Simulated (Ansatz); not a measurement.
`F[Si](F)([SiH3])Cl` + HBr → `F[Si](F)([SiH3])Br` + HCl at 400 K and 1 bar (ligand exchange at the Si–Cl bond).

Calculated with Ansatz (gas phase, PBE0-D4/def2-TZVP geometries, no zero-point term in ΔE). CBS: MP2 limit from def2 TZ/QZ plus the TZ coupled-cluster correction, frozen cores. This one scheme is used for every species. For Br outer-core shells are correlated without core-valence functions, which leaves a few kJ/mol of doubt a bond. Scalar relativity is left out up to krypton.

| species | CCSD(T)/CBS energy (Eh) | H − E (kJ/mol) | S (J/(mol·K)) |
| --- | --- | --- | --- |
| `F[Si](F)([SiH3])Cl` | -1239.50998 | 120.9 | 396.8 |
| HBr | -2573.91920 | 27.6 | 207.2 |
| `F[Si](F)([SiH3])Br` | -3353.04613 | 120.4 | 409.3 |
| HCl | -460.38127 | 29.6 | 195.4 |

H − E and S are ideal-gas, rigid-rotor, harmonic terms from PBE0-D4/def2-TZVP. 1 Eh = 2625.50 kJ/mol, R = 8.31446 J/(mol·K).

**Question.** By hand: ΔE, ΔH, ΔS and ΔG.

**Answer.** ΔE = (-3353.04613) + (-460.38127) − (-1239.50998) − (-2573.91920) = 0.00178 Eh = 4.7 kJ/mol. Δ(H − E) = 120.4 + 29.6 − 120.9 − 27.6 = 1.5, so ΔH = 6.2 kJ/mol. ΔS = 409.3 + 195.4 − 396.8 − 207.2 = 0.7 J/(mol·K). ΔG = 6.2 − 400 × (0.7)/1000 = 5.9 kJ/mol.

**Question.** By hand: the equilibrium constant, and the temperature at which ΔG would vanish if ΔH and ΔS stayed fixed.

**Answer.** log₁₀ K = −ΔG/(RT ln 10) = -0.8. ΔG = 0 at ΔH/ΔS = 8857 K, far beyond where these terms or the molecules hold.

The number of gas molecules stays the same, so ΔS is small and ΔH decides. The sign of ΔG lies within the doubt. A doubt of 5 kJ/mol in ΔE shifts log₁₀ K by 0.7 here. These are equilibria of isolated gas molecules and say nothing of rates. Largest T1 diagnostic: 0.012 (customary marks: 0.02 for closed shells, 0.045 for open ones).
